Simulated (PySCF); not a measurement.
Several orderings of computed values.

Species are written as SMILES; each is one conformer at its optimised geometry, gas phase, non-relativistic unless stated. Electronic properties by PySCF.

Dipoles, sizes and rotational constants follow the conformer. The torsions of the flexible species, by atom-mapped SMILES:
- `[CH2:1]=[CH:2][c:3]1[cH:4][cH:5][cH:6][c:7]([F:8])[c:9]1[O:10][SiH3:11]`: C1–C2–C3–C4 0°, C7–C9–O10–Si11 0°
- `[O:1]=[CH:2][c:3]1[cH:4][n:5][s:6][cH:7]1`: O1–C2–C3–C4 180°
- `[CH3:1][CH2:2][O:3][c:4]1[cH:5][cH:6][c:7]([CH3:8])[cH:9][cH:10]1`: C1–C2–O3–C4 180°, C2–O3–C4–C5 180°
- `[F:1][SiH2:2][C:3]#[C:4][C@H:5]([SiH3:6])[NH:7][SiH3:8]`: C4–C5–N7–Si8 -81°
- `[CH3:1][CH2:2][C:3]1([CH2:4][F:5])[SiH2:6][PH:7][SiH2:8]1`: C1–C2–C3–C4 60°, C2–C3–C4–F5 175°
- `[CH2:1]=[CH:2][CH2:3][CH2:4][N+:5]1([CH3:6])[CH2:7][CH2:8][CH2:9]1`: C1–C2–C3–C4 123°, C2–C3–C4–N5 -61°, C3–C4–N5–C6 -56°
- `[CH3:1][SiH2:2][P-:3][Si:4]([CH3:5])([CH3:6])[CH3:7]`: C1–Si2–P3–Si4 180°, Si2–P3–Si4–C5 180°
- `[F:1][C:2]1=[CH:3][C@@H:4]2[O:5][C@H:6]1[CH:7]=[C:8]2[O:9][C:10]([F:11])([F:12])[F:13]`: C7–C8–O9–C10 -2°, C8–O9–C10–F11 180°
- `[F:1][C@H:2]1[CH2:3][C@H:4]([SiH2:5][SiH2:6][PH2:7])[CH2:8]1`: C3–C4–Si5–Si6 -54°, C4–Si5–Si6–P7 -176°, H–P7–Si6–Si5 -48°, H–P7–Si6–Si5 45°
- `[CH3:1][CH:2]([CH3:3])[O:4][c:5]1[cH:6][cH:7][cH:8][cH:9][cH:10]1`: C1–C2–O4–C5 79°, C2–O4–C5–C6 180°

(1) Rank by smallest rotational constant, lowest first (GFN2-xTB).
A. `F[SiH2]C#C[C@H]([SiH3])N[SiH3]`
B. `C(C=C)C[N+]1(CCC1)C`
C. `N#CC#CC(F)(F)C#CC(F)=C(F)F`
D. `CCOC1=CC=C(C)C=C1`
E. `O=CC1=CSN=C1`
F. `C=CC1=CC=CC(F)=C1O[SiH3]`
G. `P1[SiH2]C(CF)([SiH2]1)CC`
H. `C[SiH2][P-][Si](C)(C)C`

(2) Rank by HOMO–LUMO gap, highest first (PBE0/pcSseg-1 at GFN2-xTB geometries).
A. `FC1=C[C@@H]2O[C@H]1C=C2OC(F)(F)F`
B. `F[SiH2]C#C[C@H]([SiH3])N[SiH3]`
C. `C=CCC[N+]1(C)CCC1`
D. `CCC1(CF)[SiH2]P[SiH2]1`
E. `C=Cc1cccc(F)c1O[SiH3]`
F. `O=Cc1cnsc1`
G. `CCOC1=CC=C(C)C=C1`
H. `F[C@H]1C[C@H]([SiH2][SiH2]P)C1`

(3) Rank by dipole moment, lowest first (PBE0/pcSseg-1 at GFN2-xTB geometries).
A. `CCC1(CF)[SiH2]P[SiH2]1`
B. `CC(C)Oc1ccccc1`
C. `O=Cc1cnsc1`
D. `N#CC#CC(F)(F)C#CC(F)=C(F)F`
E. `C=Cc1cccc(F)c1O[SiH3]`
F. `F[SiH2]C#C[C@H]([SiH3])N[SiH3]`
G. `CCOc1ccc(C)cc1`

(4) Rank by HOMO energy, highest first (PBE0/pcSseg-1 at GFN2-xTB geometries).
A. `CCOc1ccc(C)cc1`
B. `C=Cc1cccc(F)c1O[SiH3]`
C. `N#CC#CC(F)(F)C#CC(F)=C(F)F`
D. `C=CCC[N+]1(C)CCC1`

(5) Give the two extremes of that set in hartree.

Results:

(1) C (0.224 GHz), A (0.412 GHz), F (0.515 GHz), D (0.569 GHz), H (0.715 GHz), G (0.848 GHz), B (1.020 GHz), E (1.257 GHz).

(2) C (7.77 eV), H (6.87 eV), B (6.46 eV), D (6.24 eV), G (6.09 eV), A (5.85 eV), F (5.60 eV), E (5.34 eV).

(3) E (0.59 D), C (0.92 D), G (1.23 D), B (1.47 D), F (1.81 D), A (2.72 D), D (2.98 D).

(4) A (-6.17 eV), B (-6.58 eV), C (-8.05 eV), D (-11.33 eV).

(5) `C=CCC[N+]1(C)CCC1`: -0.416 Eh; `CCOc1ccc(C)cc1`: -0.227 Eh.
